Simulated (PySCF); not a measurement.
SMILES [NH2][SnH2][F], B3LYP/def2-SVP optimised geometry.

```
7

Sn    -0.76    -0.83     0.00
N     -1.45    -1.70     1.70
F      1.20    -0.83     0.00
H     -1.20     0.83     0.00
H     -1.20    -1.79    -1.34
H     -1.19    -1.21     2.56
H     -1.17    -2.68     1.81
```

Density from B3LYP/def2-TZVP, def2 effective core potentials past Kr (PySCF 2.14.0) at that geometry. The core electrons that the potentials of Sn replace are not part of the density.

Minimum of the electron density along straight lines between bonded atoms, close to the bond critical point (lines longer than 1.1 times the sum of covalent radii, or with two minima, are not listed):

| bond | length / Å | ρ at the minimum / e bohr⁻³ | ∇²ρ there / e bohr⁻⁵ | position (fraction from the first atom) |
|---|---|---|---|---|
| Sn1–N2 | 2.035 | 0.116 | 0.32 | 0.51 |
| Sn1–F3 | 1.961 | 0.111 | … | 0.52 |
| Sn1–H4 | 1.711 | 0.115 | 0.07 | 0.63 |
| Sn1–H5 | 1.711 | 0.115 | 0.07 | 0.63 |
| N2–H6 | 1.020 | 0.329 | -1.52 | 0.73 |
| N2–H7 | 1.020 | 0.329 | -1.52 | 0.73 |

Problem. Complete the blanks.

Solution. 
- Sn1–F3, ∇²ρ there / e bohr⁻⁵: 0.53
